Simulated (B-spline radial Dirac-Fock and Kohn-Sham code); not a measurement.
## Auger parameter of holmium: the L3 level and its strongest L3-MM line

Method: multi-electron Dirac-Fock with separately optimised hole states, Breit and Lamb-shift corrections added in first order. Computed with an atomic code on a B-spline grid. The modified Auger parameter α′ is the binding energy plus the kinetic energy of the Auger electron; it does not depend on the energy zero. For free ions it tends to fall with charge, since less charge screens the final holes.

```csv
species,configuration,binding 2p3/2 (eV),Auger line,kinetic (eV),α′ (eV)
Ho,[Xe] 4f11 6s2,8072.3,M4M5 J=4,5262.9,13335.2
Ho,[Xe] 4f10 5d1 6s2,8080.9,M4M5 J=4,5250.8,13331.7
Ho,[Xe] 4f13,8056.9,M4M5 J=4,5288.8,13345.7
Ho,[Xe] 4f12 6s1,8062.7,M4M5 J=4,5276.8,13339.5
Ho⁺,[Xe] 4f11 6s1,8079.4,M4M5 J=4,5254.4,13333.8
Ho⁺,[Xe] 4f11 5d1,8077.0,M4M5 J=4,5257.6,13334.6
Ho²⁺,[Xe] 4f11,8087.7,M4M5 J=4,5245.0,13332.7
Ho²⁺ (Watson 2.4 Å),[Xe] 4f11,8075.7,M4M5 J=4,5257.0,13332.7
Ho³⁺,[Xe] 4f10,8109.1,M4M5 J=4,5218.7,13327.7
Ho³⁺,[Xe] 4f9 6p1,8123.9,M4M5 J=4,5199.9,13323.7
Ho³⁺,[Xe] 4f9 6s1,8122.6,M4M5 J=4,5201.1,13323.7
Ho³⁺ (Watson 2 Å),[Xe] 4f10,8087.5,M4M5 J=4,5240.3,13327.7
Ho⁴⁺,[Xe] 4f9,8133.1,M4M5 J=4,5189.8,13322.9
Ho⁵⁺,[Kr] 4d10 4f9 5s2 5p5,8151.6,M4M5 J=4,5170.8,13322.4
Ho⁶⁺,[Kr] 4d10 4f9 5s2 5p4,8170.9,M4M5 J=4,5151.1,13322.0
Ho⁷⁺,[Kr] 4d10 4f9 5s2 5p3,8191.0,M4M5 J=4,5130.7,13321.7
```
